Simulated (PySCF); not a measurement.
A series of substituents X on one scaffold: BH2-X. Gas-phase values, no solvent. One relaxed conformer stands for each flexible species; it need not be the lowest. Strings in code marks are SMILES.

The numbers are results of PySCF with M06-2X/def2-TZVP, not measurements. All candidates: neutral, multiplicity 1. Delta-SCF ions had no search for a lower state. Excitations are Tamm–Dancoff values on a coarser integration grid. The basis has no diffuse functions, so Rydberg states are missing or too high.

* **HOMO–LUMO gap**: 11.15 eV
* **vertical ionisation energy (Delta-SCF)**: 11.39 eV
* **T1 excitation (TDA)**: 6.25 eV

Q: Say which member has these values.
A) `BBr`
B) `BN`
C) `BB(O)O`
D) `BCC#N`

A: B, `BN`. The others give `BBr`: 8.35 eV, 10.87 eV, 4.40 eV; `BCC#N`: 9.30 eV, 11.91 eV, 5.22 eV; `BB(O)O`: 8.15 eV, 10.82 eV, 3.54 eV
